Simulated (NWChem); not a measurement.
System: BF cation, doublet

Parts of the log:

```
             Northwest Computational Chemistry Package (NWChem) 7.3.0
             --------------------------------------------------------

 ORDER OF PRIMARY AXIS IS BEING SET TO 4
 C4V symmetry detected

                             Geometry "geometry" -> ""
                             -------------------------

 Output coordinates in angstroms (scale by  1.889725989 to convert to a.u.)

  No.       Tag          Charge          X              Y              Z
 ---- ---------------- ---------- -------------- -------------- --------------
    1 B                    5.0000     0.00000000     0.00000000    -0.77939743
    2 F                    9.0000     0.00000000     0.00000000     0.43299857

 Effective nuclear repulsion energy (a.u.)      19.6412526971

      Symmetry information
      --------------------

 Group name             C4v
 Group number             18
 Group order               8
 No. of unique centers     2

                                 NWChem DFT Module
                                 -----------------

 Summary of "ao basis" -> "ao basis" (spherical)
 ------------------------------------------------------------------------------
       Tag                 Description            Shells   Functions and Types
 ---------------- ------------------------------  ------  ---------------------
 B                           6-31g*                  6       14   3s2p1d
 F                           6-31g*                  6       14   3s2p1d

      Symmetry analysis of basis
      --------------------------

        a1         12
        a2          0
        b1          2
        b2          2
        e          12

            General Information
            -------------------
          SCF calculation type: DFT
          Wavefunction type:  spin polarized.
          No. of atoms     :     2
          No. of electrons :    13
           Alpha electrons :     7
            Beta electrons :     6
          Charge           :     1
          Spin multiplicity:     2
          Use of symmetry is: on ; symmetry adaption is: on
          Maximum number of iterations: 150
          AO basis - number of functions:    28
                     number of shells:    12
          Convergence on energy requested:  1.00D-06
          Convergence on density requested:  1.00D-05
          Convergence on gradient requested:  5.00D-04

              XC Information
              --------------
                     r^2SCAN0 Method XC Functional
                     Hartree-Fock (Exact) Exchange  0.250
               r^2SCAN metaGGA Exchange Functional  0.750
                     r^2SCAN Correlation Potential  1.000

             Grid Information
             ----------------
          Grid used for XC integration:  medium
          Radial quadrature: Mura-Knowles
          Angular quadrature: Lebedev.
          Tag              B.-S. Rad. Rad. Pts. Rad. Cut. Ang. Pts.
          ---              ---------- --------- --------- ---------
          B                   0.85       49           5.0       434
          F                   0.50       49           5.0       434
          Grid pruning is: on
          Number of quadrature shells:    98
          Spatial weights used:  Erf1

      Superposition of Atomic Density Guess
      -------------------------------------

 Sum of atomic energies:        -123.89842052

 Renormalizing density from      14.00 to     13

      Non-variational initial energy
      ------------------------------

 Total energy =    -118.363173
 1-e energy   =    -195.132999
 2-e energy   =      57.128573
 HOMO         =      -0.685404
 LUMO         =      -0.313612

   Symmetry analysis of molecular orbitals - initial alpha
   -------------------------------------------------------

 !! scf_movecs_sym_adapt:    4 vectors were symmetry contaminated

  Symmetry fudging

 !! scf_movecs_sym_adapt:    2 vectors were symmetry contaminated

  Numbering of irreducible representations:

     1 a1          2 a2          3 b1          4 b2          5 e

  Orbital symmetries:

     1 a1          2 a1          3 a1          4 a1          5 e
     6 e           7 a1          8 e           9 e          10 a1
    11 e          12 e          13 a1         14 a1         15 a1
    16 e          17 e

   Symmetry analysis of molecular orbitals - initial beta
   ------------------------------------------------------

 !! scf_movecs_sym_adapt:    4 vectors were symmetry contaminated

  Symmetry fudging

 !! scf_movecs_sym_adapt:    2 vectors were symmetry contaminated

  Numbering of irreducible representations:

     1 a1          2 a2          3 b1          4 b2          5 e

  Orbital symmetries:

     1 a1          2 a1          3 a1          4 a1          5 e
     6 e           7 a1          8 e           9 e          10 a1
    11 e          12 e          13 a1         14 a1         15 a1
    16 e          17 e

     ---------------------------------------------
      Total Density - Mulliken Population Analysis
     ---------------------------------------------

    Atom       Charge   Shell Charges
 -----------   ------   -------------------------------------------------------
    1 B    5     3.56   2.00  0.56  0.39  0.54 -0.00  0.08
    2 F    9     9.44   2.00  1.09  4.03  0.81  1.51  0.01

     --------------------------------------------
      Spin Density - Mulliken Population Analysis
     --------------------------------------------

    Atom       Charge   Shell Charges
 -----------   ------   -------------------------------------------------------
    1 B    5     0.96   0.00  0.32  0.11  0.51  0.01  0.01
    2 F    9     0.04   0.00  0.02  0.05 -0.01 -0.01  0.00

   convergence    iter        energy       DeltaE   RMS-Dens  Diis-err
 ---------------- ----- ----------------- --------- --------- ---------
 d= 0,ls=0.0,diis     1   -123.8610358914 -1.44D+02  3.90D-02  9.30D-01
                                                     3.24D-02  8.70D-01
 d= 0,ls=0.0,diis     2   -122.4776426150  1.38D+00  2.64D-02  4.52D+00
                                                     2.46D-02  4.83D+00
 d= 0,ls=0.0,diis     3   -124.1857189599 -1.71D+00  3.46D-03  5.38D-03
                                                     1.51D-03  2.71D-03
 d= 0,ls=0.0,diis     4   -124.1887585473 -3.04D-03  3.89D-04  1.21D-04
                                                     2.71D-04  1.52D-04
 d= 0,ls=0.0,diis     5   -124.1888522365 -9.37D-05  9.93D-05  7.66D-06
                                                     4.23D-05  4.00D-06
  Resetting Diis
 d= 0,ls=0.0,diis     6   -124.1888558608 -3.62D-06  2.31D-05  6.80D-07
                                                     1.09D-05  6.91D-08
 d= 0,ls=0.0,diis     7   -124.1888560930 -2.32D-07  5.53D-06  2.99D-08
                                                     1.38D-06  3.47D-09

         Total DFT energy =     -124.188856092957
      One electron energy =     -205.343072226534
           Coulomb energy =       75.628448380639
    Exchange-Corr. energy =      -14.115484944189
 Nuclear repulsion energy =       19.641252697127

 Numeric. integr. density =       13.000000067862

                  Occupations of the irreducible representations
                  ----------------------------------------------

                     irrep           alpha         beta
                     --------     --------     --------
                     a1                5.0          4.0
                     a2                0.0          0.0
                     b1                0.0          0.0
                     b2                0.0          0.0
                     e                 2.0          2.0

                    DFT Final Alpha Molecular Orbital Analysis
                    ------------------------------------------

 Vector    5  Occ=1.000000D+00  E=-8.900517D-01  Symmetry=e
              MO Center=  3.8D-16,  1.5D-16,  2.9D-01, r^2= 5.7D-01
   Bfn.  Coefficient  Atom+Function         Bfn.  Coefficient  Atom+Function
  ----- ------------  ---------------      ----- ------------  ---------------
    17      0.552498  2 F  px                21      0.345041  2 F  px
    18      0.308976  2 F  py                22      0.192959  2 F  py
     3      0.188153  1 B  px                 4      0.105222  1 B  py
     7      0.041407  1 B  px                27      0.031353  2 F  d  1
    13     -0.029609  1 B  d  1

 Vector    6  Occ=1.000000D+00  E=-8.900517D-01  Symmetry=e
              MO Center=  9.6D-15, -1.7D-14,  2.9D-01, r^2= 5.7D-01
   Bfn.  Coefficient  Atom+Function         Bfn.  Coefficient  Atom+Function
  ----- ------------  ---------------      ----- ------------  ---------------
    18      0.552498  2 F  py                22      0.345041  2 F  py
    17     -0.308976  2 F  px                21     -0.192959  2 F  px
     4      0.188153  1 B  py                 3     -0.105222  1 B  px
     8      0.041407  1 B  py                25     -0.031353  2 F  d -1
    11      0.029609  1 B  d -1

 Vector    7  Occ=1.000000D+00  E=-7.350922D-01  Symmetry=a1
              MO Center= -3.5D-15, -1.9D-15, -1.2D+00, r^2= 9.3D-01
   Bfn.  Coefficient  Atom+Function         Bfn.  Coefficient  Atom+Function
  ----- ------------  ---------------      ----- ------------  ---------------
     6      0.459144  1 B  s                  5     -0.456354  1 B  pz
     2      0.438596  1 B  s                  1     -0.184426  1 B  s
    19      0.172230  2 F  pz                 9     -0.098990  1 B  pz
    23      0.073508  2 F  pz                16     -0.041622  2 F  s

[...]
```

Level: r2SCAN0/6-31G* (spherical d), spin-unrestricted. Coordinates come from a PBE0-D3(BJ)/def2-TZVP, spin-unrestricted optimisation. No stability test was run on the SCF state.

Write an input that gives this output.

Several could match; the one computed here: the input that was run:
```
start job
memory heap 200 mb stack 900 mb global 1100 mb
charge 1
geometry units angstroms noautoz
  B      0.000000     0.000000    -0.777302
  F      0.000000     0.000000     0.435094
end
basis spherical
  * library 6-31g*
end
dft
  odft
  mult 2
  xc r2scan0
  iterations 150
  mulliken
end
task dft energy
```
